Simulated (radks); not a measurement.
The numbers below are computed, except where a source is named.
Hf31+, 41 electrons, occupied as [Kr] 4d5 (the NIST ground configuration). Level of theory: non-relativistic Kohn-Sham, LB94 model potential, spin-polarised, spherical densities, point nucleus; open shells are filled with parallel spins first (spin-orbit coupling, left out, can overturn this in heavy ions); relativity is left out, which matters for an element this heavy (a radial shooting solver on a logarithmic mesh with Libxc functionals). Some entries of the table are withheld. Estimate them.

orbital,occ.,eigenvalue (Ry),r(max) (bohr)
1s down,1,-4525.786,0.01396
1s up,1,-4525.768,0.01396
2s up,1,-814.0550,0.07609
2s down,1,-813.9015,0.07608
2p up,3,-783.4437,0.05908
2p down,3,-783.3674,0.05908
3s down,1,-251.2654,0.2090
3s up,1,-251.2516,0.2088
3p up,3,-237.2478,0.1969
3p down,3,-237.1989,0.1971
3d up,5,-211.2511,0.1554
3d down,5,-211.0555,0.1555
4s up,1,-108.9643,(1)
4s down,1,-108.3529,(2)
4p up,3,-102.9603,0.4465
4p down,3,-102.3619,0.4458
4d up,5,-92.21352,(3)
4d down,0,-91.67861,(4)

Answer. 
(1) 4s up r(max) (bohr): 0.4492
(2) 4s down r(max) (bohr): 0.4486
(3) 4d up r(max) (bohr): 0.4324
(4) 4d down r(max) (bohr): 0.4311
